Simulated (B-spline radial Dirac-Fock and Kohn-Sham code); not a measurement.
# Anomalous scattering factors of Mn, 1 keV to 3.226 keV

Method: the dispersion relation over Dirac-Hartree-Slater subshell photoionisation cross sections, with the Kissel-Pratt high-energy constant (isolated atom, no bound-bound lines or fine structure). Computed with a radial finite-basis atomic code. The forward scattering factor is f₀ + f′ + i f″.

Edges near this range: L1 769.1 eV.

```
hν (eV)  λ (Å)  f′ (e)  f″ (e)  tabulated f′  tabulated f″
   1000  12.40  -2.766  10.249         -2.34         10.22
   1046  11.85  -2.270   9.646         -1.86          9.59
 1253.6  9.890  -0.960   7.472         -0.68          7.28
   1261  9.832  -0.932   7.408         -0.65          7.21
   1407  8.812       ?       ?             ?             ?
 1486.9  8.338  -0.382   5.793         -0.14          5.56
   1806  6.865  -0.155   4.288          0.00          4.08
   2000  6.199  -0.142   3.649          0.00          3.47
   2026  6.120  -0.144   3.575         -0.01          3.40
   2103  5.896  -0.154   3.367         -0.02          3.21
 2984.4  4.154  -0.442   1.889         -0.37          1.84
   3092  4.010  -0.485   1.779         -0.42          1.72
   3226  3.843  -0.538   1.655         -0.48          1.59
```

**Question.** What are f′ and f″ at 1407 eV?

**Answer.** f′ = -0.519 and f″ = 6.298 electrons (tables: -0.26 and 6.07). By the optical theorem f″ corresponds to a photoabsorption cross section 2 rₑ λ f″ = 313000 b.

Tabulated f′: xraylib 4.2 anomalous scattering factors (Cullen et al., EPDL97); f″: Chantler's tables (J. Phys. Chem. Ref. Data 1995 and 2000). Both are theoretical tables.
